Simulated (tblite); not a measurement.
**Question.** Write Cartesian coordinates for `COC[C@H]1CCCNC1` as optimised with GFN2-xTB.

**Answer.** 
```xyz
24
C7H15NO angstrom
C      3.6543    0.0568   -0.3965
O      2.3120    0.4488   -0.3037
C      1.5107   -0.4742    0.3982
C      0.0674    0.0219    0.3889
C     -0.4969    0.0417   -1.0341
C     -1.9534    0.5000   -1.0206
C     -2.7635   -0.3894   -0.0706
N     -2.2185   -0.4279    1.2748
C     -0.8320   -0.8527    1.2770
H      3.7538   -0.9019   -0.9216
H      4.1128   -0.0388    0.5963
H      4.1679    0.8331   -0.9601
H      1.5747   -1.4673   -0.0753
H      1.8711   -0.5750    1.4356
H      0.0690    1.0453    0.7808
H     -0.4404   -0.9663   -1.4538
H      0.1107    0.7023   -1.6539
H     -2.0082    1.5383   -0.6826
H     -2.3745    0.4500   -2.0262
H     -2.7690   -1.4166   -0.4488
H     -3.7982   -0.0437   -0.0087
H     -2.2838    0.4986    1.6883
H     -0.8042   -1.8854    0.9146
H     -0.4737   -0.8444    2.3098
```

Orientation and origin are arbitrary. Atoms count from 1 in this order. N8 (secondary amine nitrogen) is pyramidal (angles 111.6°, 109.2° and 109.1°, sum 329.9°, 0.41 Å off the plane of its three neighbours). The 6-membered ring C4–C5–C6–C7–N8–C9 has internal angles of 109.2° to 113.1°; it is puckered, 0.23 Å rms from its mean plane, widest ring torsion 56°. O2 (ether oxygen) is bent (angle 113.2°). Of the pairs four or more bonds apart, O2···H17 is among the closest relative to their van der Waals radii: 2.59 Å, 95 % of the sum of Bondi's values.

Bonds between heavy atoms (Å): C1–O2 1.401, O2–C3 1.409, C3–C4 1.526, C4–C5 1.531, C5–C6 1.527, C6–C7 1.533, C7–N8 1.452, N8–C9 1.450, C4–C9 1.537.

The geometry is computed with GFN2-xTB (gas phase).

Point group: C1 (no symmetry element, even within 0.4 Å). Its GFN2-xTB frequencies are all real (lowest 65 cm⁻¹). One conformer, not necessarily the lowest (C1–O2–C3–C4 -178°, O2–C3–C4–C5 65°, C3–C4–C5–C6 178°, C4–C5–C6–C7 -55°, C5–C6–C7–N8 56°, C6–C7–N8–C9 -56°).
